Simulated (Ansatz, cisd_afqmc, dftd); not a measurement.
Species: SF₄, charge 0, singlet. SF4 (tetrafluoro-λ4-sulfane, SMILES FS(F)(F)F).
B3LYP-D3(BJ)/def2-TZVP minimum from Ansatz (a quantum-chemistry and plane-wave program):
```xyz
5

F      0.5819     1.5844    -0.0193
S     -0.2940     0.1727    -0.1656
F     -1.0147    -1.3301    -0.2245
F     -0.0185    -0.0852     1.3537
F      0.9739    -0.4761    -0.8154
```
Charge 0, spin multiplicity 1.

Quantity: atomisation energy (electronic, to ground-state atoms), in kcal/mol. Radicals and triplets start from unrestricted determinants; spin-orbit coupling is neglected. Cores are frozen in correlated methods. Rows without X2C or -DK are non-relativistic. AFQMC is phaseless with a CISD trial state; ± is one standard error, without the phaseless bias. Outlying blocks are dropped, and bars are widened where a walk drifts. Over all cases where full CI ran beside it in this data, AFQMC minus full CI had a median of +0.1 mEh and passed +0.4 mEh in a tenth of the cases. CBS(X,Y): correlation extrapolated as X^-3, Hartree-Fock from the larger set (Q,5: extrapolated as (X+1)exp(-9√X)). A bracket is a step between two methods taken in the basis named. Functionals run without relativity, which enters their misses. Double hybrids freeze cores in their MP2 part. '+ core + X2C': CCSD(T) terms for core correlation (cc-pwCVTZ, 1s frozen past Ne) and scalar relativity (cc-pVTZ-DK).

```json
[
 {"level": "PBE-D4/def2-TZVPD", "program": "Ansatz + dftd4", "atomisation energy (kcal/mol)": "362.5", "difference against the last row": "28.5"},
 {"level": "PBE0-D3(BJ)/def2-TZVPD", "program": "Ansatz + dftd3", "atomisation energy (kcal/mol)": "327.7", "difference against the last row": "-6.3"},
 {"level": "PBE0/def2-TZVPD", "program": "Ansatz", "atomisation energy (kcal/mol)": "326.4", "difference against the last row": "-7.6"},
 {"level": "r2SCANh-D4/def2-TZVPD", "program": "Ansatz + dftd4", "atomisation energy (kcal/mol)": "327.8", "difference against the last row": "-6.2"},
 {"level": "CAM-B3LYP-D4/def2-TZVPD", "program": "Ansatz + dftd4", "atomisation energy (kcal/mol)": "331.3", "difference against the last row": "-2.7"},
 {"level": "B2GP-PLYP/def2-TZVPD", "program": "Ansatz", "atomisation energy (kcal/mol)": "319.9", "difference against the last row": "-14.1"},
 {"level": "MP2/CBS(cc-pV(Q+d)Z,cc-pV(5+d)Z)", "program": "Ansatz", "atomisation energy (kcal/mol)": "362.5", "difference against the last row": "28.5"},
 {"level": "CCSD/cc-pV(Q+d)Z", "program": "Ansatz", "atomisation energy (kcal/mol)": "306.5", "difference against the last row": "-27.5"},
 {"level": "CCSD(T)/cc-pV(T+d)Z", "program": "Ansatz", "atomisation energy (kcal/mol)": "307.9", "difference against the last row": "-26.1"},
 {"level": "CCSD(T)/cc-pV(5+d)Z", "program": "Ansatz", "atomisation energy (kcal/mol)": "328.1", "difference against the last row": "-5.9"},
 {"level": "CCSD(T)/CBS(cc-pV(T+d)Z,cc-pV(Q+d)Z)", "program": "Ansatz", "atomisation energy (kcal/mol)": "331.0", "difference against the last row": "-3.0"},
 {"level": "CCSDT(Q)/cc-pV(D+d)Z", "program": "Ansatz", "atomisation energy (kcal/mol)": "256.0", "difference against the last row": "-78.0"},
 {"level": "CCSD(T)/CBS(cc-pV(Q+d)Z,cc-pV(5+d)Z) + [AFQMC/CISD - CCSD(T)]/cc-pV(T+d)Z + core + X2C", "program": "Ansatz + cisd_afqmc", "atomisation energy (kcal/mol)": "334.0 ± 0.3", "difference against the last row": "0.0"},
 {"level": "CCSD(T)/CBS(cc-pV(Q+d)Z,cc-pV(5+d)Z) + [CCSDT(Q) - CCSD(T)]/cc-pV(D+d)Z + core + X2C", "program": "Ansatz", "atomisation energy (kcal/mol)": "334.0", "difference against the last row": "0.0"}
]
```
